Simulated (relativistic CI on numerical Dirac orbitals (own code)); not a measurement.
Au⁵⁺: 4f photoemission

Computed with this model: Dirac-Coulomb-Breit CI, orbitals from a KLI potential per configuration, a model potential for QED, valence Slater integrals scaled by 0.8, multiplet model of photoemission in the sudden approximation; configurations [Xe] 4f14 5d6 → [Xe] 4f13 5d6; 300 K; Lorentzian 0.17 eV and Gaussian 0.5 eV FWHM. Energies are those of the free ion, without screening or charge transfer. The energies are binding energies and can lie tens of eV above those of solids. S is read from ⟨S²⟩ = S(S + 1).

Field parameters in Wybourne normalisation: Oh B⁴₀ = 21Dq, B⁴₄ = √(5/14) B⁴₀. The field is a parameter set, without covalency.

free ion: ground-state S = 1.76, centroid 164.88 eV. Peaks (eV, height): 162.4 (67), 163.1 (100), 166.4 (46), 167.4 (57).

Oh, 10Dq = 10000 cm⁻¹: ground-state S = 1.36, centroid 164.89 eV. Peaks (eV, height): 163.0 (100), 166.4 (35), 167.6 (63).

Strongest unbroadened transitions for free ion:

```
Energy (eV)  Relative strength
     162.33              100.0
     162.90               79.3
     162.96               20.9
     163.04               42.5
     163.25               47.8
     163.37               42.0
     163.57               32.0
     163.77               14.2
     163.94               25.4
     166.13               32.3
     166.44               16.4
     166.52               28.8
     167.26               22.0
     167.30               13.0
     167.42               28.8
     167.45               15.0
     167.86               28.8
     168.13               14.4
```
